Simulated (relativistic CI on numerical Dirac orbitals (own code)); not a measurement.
**Crystal-field levels of Nb³⁺, 4d2**

Calculated by Dirac-Coulomb-Breit CI, separate exchange-only KLI orbitals for each configuration, model QED (radiative potential, 1s self-energy scaled to tabulated hydrogen-like ionisation energies), valence Slater integrals scaled by 0.75, one configuration in a parametric crystal field (own radial code).

Field parameters in Wybourne normalisation: Oh B⁴₀ = 21Dq, B⁴₄ = √(5/14) B⁴₀. The field is a parameter set, without covalency.

S is read from ⟨S²⟩ = S(S + 1).

Site symmetry Oh; labels are those of the double group. Computed levels in cm⁻¹ above the lowest, in rising order:

```tsv
Δ (size of 10Dq)	Lowest	No. 2	No. 3	No. 4	No. 5	No. 6	No. 7	No. 8
6000	E	107 T2	972 T1	1430 A1	5535 T2	5588 A2	6077 T1	6154 E
10750	E	58 T2	879 T1	1280 A1	8556 T2	9061 E	9973 A2	10419 T2
15550	E	38 T2	823 T1	1194 A1	8727 T2	8930 E	14567 A2	14772 T2
20350	E	27 T2	787 T1	1138 A1	8700 T2	8838 E	19145 A1	19235 A2
25100	E	21 T2	762 T1	1099 A1	8666 T2	8771 E	19421 A1	23896 A2
29900	E	17 T2	743 T1	1070 A1	8635 T2	8720 E	19606 A1	28629 A2
34700	E	14 T2	728 T1	1048 A1	8609 T2	8681 E	19736 A1	33378 A2
39500	E	12 T2	716 T1	1030 A1	8587 T2	8650 E	19832 A1	38138 A2
44250	E	11 T2	707 T1	1016 A1	8569 T2	8624 E	19905 A1	42856 A2
```

Ground-state S against |10Dq| in cm⁻¹: 6000: 1.00, 10750: 1.00, 15550: 1.00, 20350: 1.00, 25100: 1.00, 29900: 1.00, 34700: 1.00, 39500: 1.00, 44250: 1.00.

No abrupt spin change occurs in this range.
